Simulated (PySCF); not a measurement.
Compound: C₉H₁₇N.
Numbering: `[NH2:1][CH2:2][CH:3]1[CH2:4][C:5]2([CH2:6][CH2:7][CH2:8][CH2:9]2)[CH2:10]1` (hydrogens: H11, H12 on N1; H13, H14 on C2; H15 on C3; H16, H17 on C4; H18, H19 on C6; H20, H21 on C7; H22, H23 on C8; H24, H25 on C9; H26, H27 on C10)

A GFN2-xTB structure was refined with PBE0-D3(BJ)/def2-SVP geometry optimisation, gas phase in PySCF 2.14.0. Its GFN2-xTB values:

| coordinate | GFN2-xTB |
| --- | --- |
| N1–C2 | 1.453 Å |
| N1–H11 | 1.015 Å |
| C2–C3 | 1.530 Å |
| C2–H13 | 1.094 Å |
| C3–C4 | 1.540 Å |
| C3–H15 | 1.094 Å |
| C4–C5 | 1.542 Å |
| C4–H16 | 1.089 Å |
| C4–H17 | 1.090 Å |
| C5–C10 | 1.539 Å |
| C6–H18 | 1.089 Å |
| C7–C8 | 1.540 Å |
| C7–H20 | 1.090 Å |
| C8–H22 | 1.089 Å |
| C9–H24 | 1.092 Å |
| C10–H26 | 1.089 Å |
| N1–C2–C3 | 114.8° |
| C2–C3–C4 | 115.5° |
| C3–C10–C5 | 90.2° |
| C4–C5–C9 | 115.3° |
| C6–C5–C9 | 102.2° |
| C6–C5–C10 | 117.2° |
| C6–C7–C8 | 105.9° |
| C9–C5–C10 | 117.1° |
| N1–C2–C3–C4 | -71° |
| C4–C5–C6–C7 | 90° |
| C4–C5–C9–C8 | -85° |
| C5–C6–C7–C8 | 17° |

**Question.** How do these coordinates change at the PBE0-D3(BJ)/def2-SVP level?

**Answer.** 
```json
{"coordinate": "C10–H26", "PBE0-D3(BJ)/def2-SVP (Å or °)": "1.102", "change": "+0.013"}
{"coordinate": "C4–H17", "PBE0-D3(BJ)/def2-SVP (Å or °)": "1.103", "change": "+0.013"}
{"coordinate": "C9–H24", "PBE0-D3(BJ)/def2-SVP (Å or °)": "1.104", "change": "+0.012"}
{"coordinate": "C4–C5", "PBE0-D3(BJ)/def2-SVP (Å or °)": "1.554", "change": "+0.012"}
{"coordinate": "C4–H16", "PBE0-D3(BJ)/def2-SVP (Å or °)": "1.101", "change": "+0.012"}
{"coordinate": "C6–H18", "PBE0-D3(BJ)/def2-SVP (Å or °)": "1.101", "change": "+0.012"}
{"coordinate": "C8–H22", "PBE0-D3(BJ)/def2-SVP (Å or °)": "1.100", "change": "+0.011"}
{"coordinate": "C2–H13", "PBE0-D3(BJ)/def2-SVP (Å or °)": "1.105", "change": "+0.011"}
{"coordinate": "C7–H20", "PBE0-D3(BJ)/def2-SVP (Å or °)": "1.101", "change": "+0.011"}
{"coordinate": "C3–H15", "PBE0-D3(BJ)/def2-SVP (Å or °)": "1.103", "change": "+0.009"}
{"coordinate": "C2–C3", "PBE0-D3(BJ)/def2-SVP (Å or °)": "1.522", "change": "-0.008"}
{"coordinate": "C7–C8", "PBE0-D3(BJ)/def2-SVP (Å or °)": "1.548", "change": "+0.008"}
{"coordinate": "C3–C4", "PBE0-D3(BJ)/def2-SVP (Å or °)": "1.546", "change": "+0.006"}
{"coordinate": "N1–C2", "PBE0-D3(BJ)/def2-SVP (Å or °)": "1.447", "change": "-0.006"}
{"coordinate": "C5–C10", "PBE0-D3(BJ)/def2-SVP (Å or °)": "1.543", "change": "+0.004"}
{"coordinate": "N1–H11", "PBE0-D3(BJ)/def2-SVP (Å or °)": "1.019", "change": "+0.004"}
{"coordinate": "N1–C2–C3", "PBE0-D3(BJ)/def2-SVP (Å or °)": "116.0", "change": "+1.2"}
{"coordinate": "C6–C5–C10", "PBE0-D3(BJ)/def2-SVP (Å or °)": "118.2", "change": "+1.0"}
{"coordinate": "C4–C5–C9", "PBE0-D3(BJ)/def2-SVP (Å or °)": "114.6", "change": "-0.7"}
{"coordinate": "C9–C5–C10", "PBE0-D3(BJ)/def2-SVP (Å or °)": "117.7", "change": "+0.6"}
{"coordinate": "C6–C5–C9", "PBE0-D3(BJ)/def2-SVP (Å or °)": "101.8", "change": "-0.4"}
{"coordinate": "C2–C3–C4", "PBE0-D3(BJ)/def2-SVP (Å or °)": "116.0", "change": "+0.5"}
{"coordinate": "C6–C7–C8", "PBE0-D3(BJ)/def2-SVP (Å or °)": "105.5", "change": "-0.4"}
{"coordinate": "C3–C10–C5", "PBE0-D3(BJ)/def2-SVP (Å or °)": "90.5", "change": "+0.3"}
{"coordinate": "C4–C5–C6–C7", "PBE0-D3(BJ)/def2-SVP (Å or °)": "86", "change": "-4"}
{"coordinate": "N1–C2–C3–C4", "PBE0-D3(BJ)/def2-SVP (Å or °)": "-68", "change": "+3"}
{"coordinate": "C4–C5–C9–C8", "PBE0-D3(BJ)/def2-SVP (Å or °)": "-82", "change": "+3"}
{"coordinate": "C5–C6–C7–C8", "PBE0-D3(BJ)/def2-SVP (Å or °)": "19", "change": "+2"}
```

The energy falls by 1.5 kcal/mol over 4 energy and gradient evaluations, the largest force component goes from 0.0135 to 4.2e-04 Eh/bohr, and the atoms move by 0.057 Å rms after alignment. Among the bonds, C4–C5, C4–H16, C4–H17, C6–H18, C9–H24, C9–H25, C10–H26 and C10–H27 change most and about equally (+0.012 to +0.013 Å). Bonds longer at the end by more than 0.005 Å: 19 of 28; shorter: 2. Rotational constants go from 3027, 715.5, 697.0 to 2969, 716.5, 697.0 MHz.

The run used 225 basis functions and 26 SCF cycles in all. Rough CPU time on one thread of a shared machine: about 2.6 min.

No PBE0-D3(BJ)/def2-SVP frequencies stand behind this structure, so it isn't proved a minimum. One conformer, not necessarily the lowest.
